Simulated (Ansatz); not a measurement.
Consider the silylene loss: `F[C]1=[CH][GeH]1[SiH3]` → `F[C]1=[CH][GeH2]1` + `[SiH2]`.

Computed with Ansatz on PBE0-D4/def2-TZVP structures; ΔE is electronic, products minus reactants. CBS: MP2 limit from def2 TZ/QZ plus the TZ coupled-cluster correction, frozen cores. This one scheme is used for every species. DFT in def2-TZVPP. For Ge outer-core shells are correlated without core-valence functions, which leaves a few kJ/mol of doubt a bond. Scalar relativity is left out up to krypton.

CCSD(T)/CBS gives +2.70 eV.

Problem. Another level gave +2.77 eV. Which?
A. PBE0-D4/def2-TZVPP
B. ωB97X-V/def2-TZVPP
C. r2SCAN/def2-TZVPP
D. SCS-MP2/def2-TZVPP

Solution. B. ωB97X-V 2.77, PBE0-D4 2.86, SCS-MP2/def2-TZVPP 2.67, r2SCAN 2.91 eV.

Largest T1 diagnostic among the species: 0.014.

From PBE to PBE0 (25 % exact exchange), in def2-TZVPP and without D4, ΔE moves by +0.06 eV. In def2-TZVPP, CCSD(T) changes the Hartree–Fock value by +0.22 eV (the triples alone add +0.06 eV) and MP2 by +0.41 eV.
